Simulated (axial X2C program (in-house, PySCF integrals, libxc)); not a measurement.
**NHfN: properties at the nuclei**

Computed with an in-house all-electron X2C program for linear molecules (integrals from PySCF): two-component X2C with atomic mean-field Coulomb and Gaunt terms, Gaussian nuclei, basis N dyall-av3z, Hf dyall-v3z with contracted cores.

N–Hf–N held linear, with bonds 1.749 and 1.749 Å (near the PBE0 minimum at charge 0 of the determinant lowest at the starting distance; the state shown can have its own minimum elsewhere, held linear; other orders of the atoms were not compared).

Determinant lowest in the PBE0 search, Ω = 0 (closed shell), highest spinor 79% N p, 11% Hf p, 10% Hf f:

| level | qzz N (a.u.) | qzz Hf (a.u.) |
| --- | --- | --- |
| PBE0 | 1.32 | -0.59 |
| HF | 1.65 | 2.22 |
| r2SCAN | 1.27 | -1.41 |

qzz is the electric field gradient, eQq0 = 234.96 MHz × Q/barn × qzz. The operators were transformed with the bare-nucleus X2C matrices; with these basis sets, hyperfine constants and field gradients can be off by tens of per cent, and where levels differ in sign neither size nor sign is settled.

With Q(14N) = 0.02044 barn (Q from Pyykkö, Mol. Phys. 2018), turn the PBE0 values of the first state into constants in MHz.

eQq0(14N) = 234.96 × (0.02044) × (1.32) = 6.34 MHz.

The molecule was held linear; bending was not examined, so a bent shape may lie lower.

Each state is one determinant with collinear spin. The search compared states at one distance, so a state with another bond length can lie lower. Further determinants of the search, some of them spin-mixed, are not shown. Where a field gradient or hyperfine factor spreads by more than a factor of two over the levels, a constant derived from it is not to be relied on.
